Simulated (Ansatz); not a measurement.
Molecule: sum formula SiPH4, charge -1, multiplicity 1. It need not be the lowest isomer of its formula. Whether it binds its extra electron was not tested at this geometry. 
Geometry from a B3LYP-D3(BJ)/def2-TZVP (Ansatz, a program for electronic structure) optimisation:
```xyz
6

Si    -0.9754     0.1096     0.1952
P      1.1345    -0.1886    -0.2861
H     -1.8218    -0.8234    -0.6279
H     -1.6242     1.4545    -0.0615
H     -1.4717    -0.1519     1.6026
H      1.5563     0.8159     0.6449
```
Charge -1, spin multiplicity 1.

Basis-set convergence of Hartree-Fock and CCSD(T) correlation energies (hartree) with Ansatz. Valence correlation only, unless marked. No spin-orbit coupling. Non-relativistic. This anion needs diffuse functions, which these sets lack.

```tsv
basis	functions	E(HF)	E(corr, CCSD(T))
cc-pV(D+d)Z	66	-631.99735	-0.28806
cc-pV(T+d)Z	134	-632.02689	-0.35692
cc-pV(Q+d)Z	248	[?]	[?]
```

Q: Fill in the missing entries.

A: 
- cc-pV(Q+d)Z, E(HF): -632.03685
- cc-pV(Q+d)Z, E(corr, CCSD(T)): -0.37823
